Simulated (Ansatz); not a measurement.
Reaction (redistribution): `[NH]=[Mo](=[NH])([NH2])[F]` + `[F][Sn][Br]` → `[NH]=[Mo](=[NH])([F])[F]` + `[NH2][Sn][Br]`

Computed with Ansatz on PBE0-D4/def2-TZVP structures; ΔE is electronic, products minus reactants. CCSD(T)/CBS is the MP2 limit (def2-TZVPP, def2-QZVPP) plus CCSD(T) − MP2 in def2-TZVPP, frozen cores. DFT in def2-TZVPP. HSE06 is defined as in plane-wave codes. def2 core potentials past Kr. For Br, Mo, Sn outer-core shells are correlated without core-valence functions, which leaves a few kJ/mol of doubt a bond. Scalar relativity is left out up to krypton. One conformer a species, not always the lowest.

Task: Is it downhill or uphill in electronic energy at CCSD(T)/CBS, and by how much? (Best estimate.)

Result: The calculation gave: Uphill: ΔE = +2.9 kcal/mol.

Task: What do these levels give: B97M-V, HSE06-D4, CAM-B3LYP-D4, B2PLYP, r2SCANh, CAM-B3LYP, HF/def2-TZVPP, MP2/def2-TZVPP, CCSD(T)/def2-TZVPP, HF/def2-QZVPP, SCS-MP2/def2-QZVPP, CCSD/CBS(def2)? (An estimate is asked.)

Result: The calculation gave: B97M-V 1.7, HSE06-D4 1.9, CAM-B3LYP-D4 2.2, B2PLYP 1.9, r2SCANh 1.0, CAM-B3LYP 2.0, HF/def2-TZVPP 1.4, MP2/def2-TZVPP 1.8, CCSD(T)/def2-TZVPP 1.6, HF/def2-QZVPP 2.1, SCS-MP2/def2-QZVPP 2.4, CCSD/CBS(def2) 2.9 kcal/mol.

Largest T1 diagnostic among the species: 0.022, so the coupled-cluster value is less sure than usual.

At CCSD(T), def2-SVP lies −1.0 kcal/mol from the extrapolated value and def2-TZVPP −1.3 kcal/mol. Leaving LDA and LC-ωPBE aside and taking each functional with its dispersion term where it has one, the values, not all of them listed here, spread over 1.9 kcal/mol, from r2SCAN-D4 to BLYP-D4.
